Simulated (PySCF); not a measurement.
C6H8F3P.
Bonds: C1–C2, C2–C3 (double), C3–C4, C4–P5, P5–C6, C6–F7, C6–F8, C6–F9, P5–C10, C2–C10. Hydrogens: H11, H12, H13 on C1; H14 on C3; H15, H16 on C4; H17, H18 on C10.

The same species was optimised twice, with GFN2-xTB and with PBE0-D3(BJ)/def2-SVP (PySCF), and the same property calculations (PySCF, gas phase) were run on both structures.

```json
{"coordinate": "C2=C3 (Å)", "GFN2-xTB": "1.323", "PBE0-D3(BJ)/def2-SVP": "1.340", "change": "+0.017"}
{"coordinate": "P5–C6 (Å)", "GFN2-xTB": "1.897", "PBE0-D3(BJ)/def2-SVP": "1.887", "change": "-0.010"}
{"coordinate": "C4–P5 (Å)", "GFN2-xTB": "1.863", "PBE0-D3(BJ)/def2-SVP": "1.871", "change": "+0.008"}
{"coordinate": "P5–C10 (Å)", "GFN2-xTB": "1.860", "PBE0-D3(BJ)/def2-SVP": "1.868", "change": "+0.008"}
{"coordinate": "C6–F8 (Å)", "GFN2-xTB": "1.344", "PBE0-D3(BJ)/def2-SVP": "1.338", "change": "-0.006"}
{"coordinate": "C6–F9 (Å)", "GFN2-xTB": "1.343", "PBE0-D3(BJ)/def2-SVP": "1.338", "change": "-0.005"}
{"coordinate": "C6–F7 (Å)", "GFN2-xTB": "1.343", "PBE0-D3(BJ)/def2-SVP": "1.338", "change": "-0.005"}
{"coordinate": "C1–C2 (Å)", "GFN2-xTB": "1.490", "PBE0-D3(BJ)/def2-SVP": "1.493", "change": "+0.003"}
{"coordinate": "C3–C4 (Å)", "GFN2-xTB": "1.500", "PBE0-D3(BJ)/def2-SVP": "1.498", "change": "-0.002"}
{"coordinate": "C2–C10 (Å)", "GFN2-xTB": "1.509", "PBE0-D3(BJ)/def2-SVP": "1.508", "change": "-0.001"}
{"coordinate": "C4–P5–C6 (°)", "GFN2-xTB": "95.4", "PBE0-D3(BJ)/def2-SVP": "97.0", "change": "+1.6"}
{"coordinate": "C6–P5–C10 (°)", "GFN2-xTB": "95.3", "PBE0-D3(BJ)/def2-SVP": "96.7", "change": "+1.4"}
{"coordinate": "C1–C2–C10 (°)", "GFN2-xTB": "117.8", "PBE0-D3(BJ)/def2-SVP": "118.8", "change": "+1.0"}
{"coordinate": "C1–C2–C3 (°)", "GFN2-xTB": "126.4", "PBE0-D3(BJ)/def2-SVP": "125.5", "change": "-0.9"}
{"coordinate": "F8–C6–F9 (°)", "GFN2-xTB": "107.0", "PBE0-D3(BJ)/def2-SVP": "107.9", "change": "+0.9"}
{"coordinate": "P5–C6–F7 (°)", "GFN2-xTB": "116.1", "PBE0-D3(BJ)/def2-SVP": "115.3", "change": "-0.8"}
{"coordinate": "F7–C6–F8 (°)", "GFN2-xTB": "106.2", "PBE0-D3(BJ)/def2-SVP": "106.9", "change": "+0.7"}
{"coordinate": "C4–P5–C10 (°)", "GFN2-xTB": "91.8", "PBE0-D3(BJ)/def2-SVP": "92.4", "change": "+0.6"}
{"coordinate": "C4–P5–C6–F7 (°)", "GFN2-xTB": "-48", "PBE0-D3(BJ)/def2-SVP": "-45", "change": "+3"}
```

Rotational constants: A = 1907, B = 873.3, C = 809.8 MHz (GFN2-xTB) against A = 1979, B = 830.3, C = 772.1 MHz (PBE0-D3(BJ)/def2-SVP). Point groups within 0.08 Å: C1 and C1.

On the GFN2-xTB structure: HOMO (eV) -7.18 [PBE0/pcSseg-1]; LUMO (eV) 0.26 [PBE0/pcSseg-1]; dipole (D) 2.81 [PBE0/pcSseg-1]; GIAO shielding of C1 (ppm) 166.1 [PBE0/pcSseg-1]; GIAO shielding of C2 (ppm) 38.8 [PBE0/pcSseg-1]; GIAO shielding of C3 (ppm) 55.4 [PBE0/pcSseg-1]; GIAO shielding of C4 (ppm) 151.2 [PBE0/pcSseg-1]; GIAO shielding of P5 (ppm) 329.4 [PBE0/pcSseg-1]; GIAO shielding of C6 (ppm) 43.2 [PBE0/pcSseg-1]; GIAO shielding of F7/F8/F9 (mean) (ppm) 251.9 [PBE0/pcSseg-1]; GIAO shielding of C10 (ppm) 148.0 [PBE0/pcSseg-1].

Q: What do these properties become on the PBE0-D3(BJ)/def2-SVP structure?

A: 
```
                                    property          level  on GFN2-xTB  on PBE0-D3(BJ)/def2-SVP  change
                                   HOMO (eV)  PBE0/pcSseg-1        -7.18                    -7.12   +0.06
                                   LUMO (eV)  PBE0/pcSseg-1         0.26                     0.23   -0.03
                                  dipole (D)  PBE0/pcSseg-1         2.81                     2.72   -0.09
energy, GFN2-xTB geometry as zero (kcal/mol)  PBE0/pcSseg-1          0.0                     -0.8    -0.8
                  GIAO shielding of C1 (ppm)  PBE0/pcSseg-1        166.1                    163.9    -2.2
                  GIAO shielding of C2 (ppm)  PBE0/pcSseg-1         38.8                     36.0    -2.8
                  GIAO shielding of C3 (ppm)  PBE0/pcSseg-1         55.4                     51.4    -4.0
                  GIAO shielding of C4 (ppm)  PBE0/pcSseg-1        151.2                    151.1    -0.1
                  GIAO shielding of P5 (ppm)  PBE0/pcSseg-1        329.4                    328.0    -1.4
                  GIAO shielding of C6 (ppm)  PBE0/pcSseg-1         43.2                     44.9    +1.7
     GIAO shielding of F7/F8/F9 (mean) (ppm)  PBE0/pcSseg-1        251.9                    255.9    +4.0
                 GIAO shielding of C10 (ppm)  PBE0/pcSseg-1        148.0                    147.8    -0.2
```

The heavy atoms differ by 0.096 Å rms after alignment. Among bonds between heavy atoms C2=C3 changes most (+0.017 Å). Changes are differences of the printed values. Neither structure is proved a minimum here.
